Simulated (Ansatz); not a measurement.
A set of 12 reactions (ligand exchange), with CCSD(T)/CBS values in kJ/mol:

| reaction | ΔE |
| --- | --- |
| `C=C[SiH](O)F` + H₂S → `O[SiH](F)S` + `C=C` | -57.4 |
| `C=C[SiH](O)F` + `O[SiH3]` → `C=C[SiH](F)O[SiH3]` + H₂O | -23.3 |
| `C=C[SiH](O)F` + `C[SiH](O)O` → `C=C[Si@@H](O)O[Si@@H](C)O` + H–F | 20.0 |
| `C=C[SiH](O)F` + `O[SiH](O)S` → `O[SiH](O)S[SiH](O)F` + `C=C` | -74.6 |
| `[Cl][Ga]([Cl])[GeH3]` + HI → `[Cl][Ga]([Cl])[I]` + GeH₄ | -73.8 |
| `[Cl][Ga]([Cl])[GeH3]` + `O=CO` → `O=C[O][GeH3]` + `[Cl][GaH][Cl]` | 16.1 |
| `C[O][Zr]([NH2])([O]C)[O]C` + CH₃OH → `C[O][Zr]([O]C)([O]C)[O]C` + NH₃ | -80.3 |
| `C=C[SiH](O)F` + CH₃OH → `CO[SiH](O)F` + `C=C` | -113.9 |
| `C=C[SiH](O)F` + HBr → `C=C[SiH](F)Br` + H₂O | 6.6 |
| `[Cl][Ga]([Cl])[GeH3]` + `C[SeH]` → `C[Se][GeH3]` + `[Cl][GaH][Cl]` | -7.8 |
| `[F][Ge]([F])([Cl])[I]` + HBr → `[F][Ge]([F])([Cl])[Br]` + HI | 5.1 |
| `[Cl][Ga]([Cl])[GeH3]` + `O[SiH](F)F` → `F[SiH](F)[O][GeH3]` + `[Cl][GaH][Cl]` | 9.8 |

Isolated molecules relaxed with PBE0-D4/def2-TZVP in Ansatz; ΔE leaves out vibrations. CCSD(T)/CBS is the MP2 limit (def2-TZVPP, def2-QZVPP) plus CCSD(T) − MP2 in def2-TZVPP, frozen cores. This one scheme is used for every species. Functionals use def2-TZVPP. B3LYP here is the variant with VWN-RPA as its local correlation; programs differ in this. def2 core potentials past Kr. For Br, Ga, Ge, I, Se, Zr outer-core shells are correlated without core-valence functions, which leaves a few kJ/mol of doubt a bond. Scalar relativity is left out up to krypton. Each species was taken in one conformer, which may not be the lowest.

Task: Give the mean, mean absolute and largest difference (level minus CCSD(T)/CBS, kJ/mol) for: PBE-D4, ωB97X-V, B2PLYP, PBE0, B3LYP, MP2/def2-TZVPP, SCS-MP2/def2-TZVPP, CCSD/def2-TZVPP, CCSD(T)/def2-TZVPP, HF/def2-QZVPP, MP2/def2-QZVPP, HF/CBS(def2), MP2/CBS(def2), CCSD/CBS(def2). (Estimate.)

Result: Ansatz gave: 
| level | mean | mean absolute | largest |
| --- | --- | --- | --- |
| PBE-D4 | 5.0 | 6.7 | 14.2 |
| ωB97X-V | -0.3 | 3.2 | -7.9 |
| B2PLYP | 1.3 | 3.8 | 10.2 |
| PBE0 | 4.1 | 5.1 | 10.0 |
| B3LYP | 4.2 | 5.3 | 16.6 |
| MP2/def2-TZVPP | -1.9 | 2.7 | -7.3 |
| SCS-MP2/def2-TZVPP | -1.8 | 5.0 | -11.9 |
| CCSD/def2-TZVPP | 0.5 | 3.9 | 9.6 |
| CCSD(T)/def2-TZVPP | 0.4 | 2.9 | 8.0 |
| HF/def2-QZVPP | -5.2 | 12.3 | -30.2 |
| MP2/def2-QZVPP | -2.3 | 2.8 | -8.0 |
| HF/CBS(def2) | -5.2 | 12.4 | -30.6 |
| MP2/CBS(def2) | -2.3 | 3.0 | -8.5 |
| CCSD/CBS(def2) | 0.1 | 1.1 | 3.1 |

The largest T1 diagnostic in the set is 0.016, for `O=CO` (customary mark 0.02).

CCSD(T)/CBS is a level of theory with its own doubt, and the functionals carry their triple-zeta basis error, so these figures describe this set and don't rank the functionals.
